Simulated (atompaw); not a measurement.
# An all-electron radial function and its pseudo partner (Ca (Z = 20))

Columns: radius, all-electron u(r) and pseudo u(r) of the 4p shell (level -1.39 eV) of calcium in the configuration [Ne] 3s2 3p6 3d0 4s2 4p0; PBEsol, scalar-relativistic, PAW (atompaw) scheme, atompaw 4.2.0.5.

```tsv
r (bohr)	all-electron	pseudo
0.104	0.0720	-0.0020
0.208	0.1010	-0.0079
0.312	0.0627	-0.0171
0.415	-0.0029	-0.0286
0.519	-0.0694	-0.0417
0.623	-0.1229	-0.0548
0.727	-0.1590	-0.0667
0.831	-0.1774	-0.0762
0.935	-0.1803	-0.0820
1.038	-0.1708	-0.0832
1.142	-0.1515	-0.0792
1.246	-0.1253	-0.0698
1.350	-0.0943	-0.0548
1.454	-0.0602	-0.0346
1.558	-0.0246	-0.0100
1.662	0.0117	0.0183
1.765	0.0474	0.0490
1.869	0.0826	0.0815
1.973	0.1167	0.1145
2.077	0.1495	0.1473
2.181	0.1806	0.1790
2.285	0.2100	0.2091
2.388	0.2375	0.2371
2.492	0.2635	0.2634
2.596	0.2879	0.2879
2.700	0.3106	0.3106
```

Q: How many radial nodes do the two functions have?

A: The all-electron 4p function has n − l − 1 = 2; the pseudo-wave has 1, since 1 lower shell of the same l stays in the valence.

Q: Is the pseudo-wave norm-conserving?

A: No, it belongs to a PAW set: the norm inside the radius is not constrained, and the difference is carried by the augmentation charge.
